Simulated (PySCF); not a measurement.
**Correlation energy of Ti²⁺ (titanium, charge +2)**

[Ar] 3d2, high-spin 3F determinant. All numbers are calculated (PySCF 2.14, scalar relativity by spin-free X2C-1e, in x2c-TZVPPall (6s5p4d2f1g, 64 functions)). Frozen: [Ne]; 10 electrons correlated.

```
  level  correlation energy (mhartree)
   CCSD                        -253.27
    (T)                          -4.66
CCSD(T)                        -257.93
```

Diagnostics: T1 = 0.0052, D1 = 0.0134, largest double amplitude 0.023.

Cost of the coupled-cluster step: about 7 core-seconds, for 10 correlated electrons.

This basis was not built for core-valence correlation, so the inner-shell part is incomplete.
